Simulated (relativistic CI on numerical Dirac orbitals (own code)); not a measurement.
**Co⁴⁺ in a cubic cluster: 3s photoemission with charge transfer**

Computed with a charge-transfer multiplet model of a cubic metal-ligand cluster with up to 2 ligand holes, Slater and spin-orbit integrals from Dirac-Coulomb-Breit ions, Slater integrals scaled by 0.8. The ground state mixes d5 with configurations of k ligand holes L, whose averages lie at kΔ + k(k − 1)U_dd/2; a core hole lowers each added d electron by U_cd. 300 K, Lorentzian 1.4 eV and Gaussian 0.8 eV FWHM.

Atomic integrals in eV (Slater integrals scaled, ζ unscaled), ground: F2dd 10.866, F4dd 6.824, zeta_d 0.080; with the core hole: F2dd 11.602, F4dd 7.319, zeta_d 0.090, G2cd 11.207.

Cluster parameters (eV): Δ = -1.4, U_dd = 7, U_cd = 8.9, 10Dq = 1.9, 10Dq(ligand) = 1.1, final-state hopping factor = 0.9.

```csv
Case,n_d,d5,d6L,d7L2,S
"V(eg) = 3.25 eV, V(t2g) = -1.4 eV",5.94,0.24,0.58,0.18,0.52
"V(eg) = 3.55 eV, V(t2g) = -1.53 eV",5.95,0.24,0.57,0.19,0.52
"V(eg) = 3.85 eV, V(t2g) = -1.66 eV",5.96,0.24,0.57,0.20,0.51
```

Weights, n_d and S are thermal averages at 300 K. Binding energies count from the first peak over 30 % of the highest in each spectrum, which can be another peak from case to case. The parameters are a model scan and need not match a compound or its usual spin state. Peaks in eV (height, largest 100):
- V(eg) = 3.25 eV, V(t2g) = -1.4 eV: 0.0 (100), 4.2 (39), 8.0 (23), 13.5 (13), 16.4 (8), 19.1 (10)
- V(eg) = 3.55 eV, V(t2g) = -1.53 eV: 0.0 (100), 4.1 (34), 8.1 (19), 14.4 (11), 17.2 (6), 20.0 (8)
- V(eg) = 3.85 eV, V(t2g) = -1.66 eV: 0.0 (100), 4.1 (32), 5.5 (25), 8.3 (16), 15.4 (10), 18.2 (5), 20.9 (7)

For the case V(eg) = 3.25 eV, V(t2g) = -1.4 eV, Δ = -1.4 eV is smaller than U_dd = 7 eV, the charge-transfer side of the Zaanen-Sawatzky-Allen scheme (negative Δ: between configuration averages a ligand hole costs less than the nominal valence; multiplet and field energies can change this for the lowest states). With the core hole the average of the configuration with one ligand hole lies at Δ − U_cd = -10.3 eV before mixing: it lies below the unscreened one, so the lowest final states are mostly screened and the unscreened weight appears at higher binding energy as a satellite.

With at most 2 ligand holes the space is cut while the next configuration still counts, so covalency is underestimated, and a final configuration with one more ligand hole, which can lie low, is missing from the spectra.

Without intra-shell correlation the exchange splitting of the 3s hole comes out too large.
